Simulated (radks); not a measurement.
Results of a calculation; reference values are marked as such.
Task: Radial electron density D(r) = 4 pi r^2 rho(r) of an atom or ion with 29 electrons. Level of theory: non-relativistic Kohn-Sham, PBE, spin-unpolarised, spherical densities, point nucleus (a radial shooting solver on a logarithmic mesh with Libxc functionals).

```
   r/bohr * D(r) (the largest magnitude, 41.7, reaches the edge; | marks zero)
 0.005653 |      *
 0.006425 |        *
 0.007361 |          *
 0.008434 |            *
 0.009662 |               *
  0.01107 |                  *
  0.01268 |                      *
  0.01441 |                          *
  0.01651 |                              *
  0.01892 |                                  *
  0.02168 |                                      *
  0.02483 |                                          *
  0.02845 |                                             *
   0.0326 |                                              *
  0.03705 |                                               *
  0.04245 |                                              *
  0.04863 |                                            *
  0.05572 |                                         *
  0.06383 |                                       *
  0.07313 |                                     *
  0.08312 |                                      *
  0.09523 |                                        *
   0.1091 |                                            *
    0.125 |                                                 *
   0.1432 |                                                     *
   0.1641 |                                                      *
   0.1865 |                                                    *
   0.2136 |                                              *
   0.2448 |                                       *
   0.2804 |                               *
   0.3213 |                          *
   0.3681 |                         *
   0.4183 |                          *
   0.4793 |                             *
   0.5491 |                               *
   0.6291 |                               *
   0.7207 |                           *
   0.8257 |                      *
    0.946 |                *
    1.075 |           *
    1.232 |       *
    1.411 |    *
    1.617 |  *
    1.852 | *
    2.122 | *
    2.412 |*
    2.763 |*
    3.166 *
    3.627 *
    4.156 *
    4.761 *
    5.411 *
      6.2 *
    7.103 *
    8.138 *
```

What is the nuclear charge?

Result: Z = 30. The innermost maximum, from 1s, lies near 1/Z = 0.0333 bohr (found: 0.0362), and its height grows with Z. The density is that of the zinc ion Zn+ in [Ar] 3d10 4s1; the configuration itself is not fixed sharply by these data, and Z only to about a unit. D(r) has 3 maxima, at r = 0.0362, 0.161, 0.576 bohr, and minima at 0.0761, 0.362 bohr, inside which lie 2.09, 10.93 electrons.
